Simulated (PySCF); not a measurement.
WO2(CH2SiH3)2, C2H10O2Si2W (singlet state).
Bonds: W1–O2, W1–O3, W1–C4, W1–C11, C4–Si5, C11–Si12. Hydrogens: H6, H7 on C4; H8, H9, H10 on Si5; H13, H14 on C11; H15, H16, H17 on Si12.

A GFN2-xTB structure was refined with PBE0-D3(BJ)/def2-SVP geometry optimisation, gas phase, def2 core potentials past Kr in PySCF. Its GFN2-xTB values:

```csv
coordinate,GFN2-xTB
W1–O2,1.676 Å
W1–C4,2.209 Å
C4–Si5,1.816 Å
C4–H6,1.118 Å
Si5–H8,1.508 Å
W1–C4–Si5,92.9°
W1–C11–Si12,82.9°
O2–W1–O3,130.7°
O2–W1–C4,101.8°
O2–W1–C11,104.9°
C4–W1–C11,108.2°
O2–W1–C4–Si5,67°
O2–W1–C11–Si12,-58°
```

How do these coordinates change at the PBE0-D3(BJ)/def2-SVP level?

```json
{"coordinate": "W1–C4", "PBE0-D3(BJ)/def2-SVP (Å or °)": "2.098", "change": "-0.111"}
{"coordinate": "C4–Si5", "PBE0-D3(BJ)/def2-SVP (Å or °)": "1.892", "change": "+0.076"}
{"coordinate": "W1–O2", "PBE0-D3(BJ)/def2-SVP (Å or °)": "1.705", "change": "+0.029"}
{"coordinate": "Si5–H8", "PBE0-D3(BJ)/def2-SVP (Å or °)": "1.492", "change": "-0.016"}
{"coordinate": "C4–H6", "PBE0-D3(BJ)/def2-SVP (Å or °)": "1.108", "change": "-0.010"}
{"coordinate": "W1–C11–Si12", "PBE0-D3(BJ)/def2-SVP (Å or °)": "116.3", "change": "+33.4"}
{"coordinate": "W1–C4–Si5", "PBE0-D3(BJ)/def2-SVP (Å or °)": "118.6", "change": "+25.7"}
{"coordinate": "O2–W1–O3", "PBE0-D3(BJ)/def2-SVP (Å or °)": "110.5", "change": "-20.2"}
{"coordinate": "O2–W1–C4", "PBE0-D3(BJ)/def2-SVP (Å or °)": "108.6", "change": "+6.8"}
{"coordinate": "C4–W1–C11", "PBE0-D3(BJ)/def2-SVP (Å or °)": "112.6", "change": "+4.4"}
{"coordinate": "O2–W1–C11", "PBE0-D3(BJ)/def2-SVP (Å or °)": "108.0", "change": "+3.1"}
{"coordinate": "O2–W1–C11–Si12", "PBE0-D3(BJ)/def2-SVP (Å or °)": "-43", "change": "+15"}
{"coordinate": "O2–W1–C4–Si5", "PBE0-D3(BJ)/def2-SVP (Å or °)": "66", "change": "-1"}
```

The energy falls by 2.467 eV over 22 energy and gradient evaluations, the largest force component goes from 0.2146 to 4.3e-04 Eh/bohr, and the atoms move by 0.714 Å rms after alignment. The bond that changes most is W1–C4 (ends: tungsten bonded to 2 C and 2 O; carbon bonded to Si, W and 2 H), which shortens by 0.111 Å. Bonds longer at the end by more than 0.005 Å: 9 of 16; shorter: 7. Among the dihedrals that turn most is W1–C11–Si12–H16, from 99° to 69°. Rotational constants go from 3114, 756.4, 743.8 to 3208, 565.7, 558.6 MHz.

The run used 174 basis functions and 174 SCF cycles in all.

PBE0-D3(BJ)/def2-SVP frequencies: not computed here.
